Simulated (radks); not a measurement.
Problem. The mean radii <r> (bohr) of the occupied orbitals of an atom or ion are listed with their occupations. Method: scalar-relativistic Kohn-Sham, PBEsol, spin-polarised, spherical densities, finite nucleus; Fermi nuclear charge, rms radius of each element as measured or else 0.836 A^(1/3) + 0.57 fm; computed with a radial shooting solver on a logarithmic mesh with Libxc functionals.

orbital  occ.      <r>
1s up       1  0.09699
1s down     1  0.09698
2s up       1   0.4798
2s down     1   0.4796
2p up       3   0.4430
2p down     3   0.4428
3s up       1    1.691
3s down     1    1.704
3p up       3    2.043
3p down     1    2.116

Name the element and its charge. Open shells, if any, are filled with parallel spins first.

Solution. Z = 16, sulfur, charge 0: S in [Ne] 3s2 3p4. The 1s radius gives Z: for a bare nucleus <r> = (2 gamma + 1)/(2Z) with gamma = sqrt(1 - (Z/c)^2), 0.09332 bohr for Z = 16, and screening makes it slightly larger (0.09699 here). The occupations add up to 16, and the charge is Z minus that.
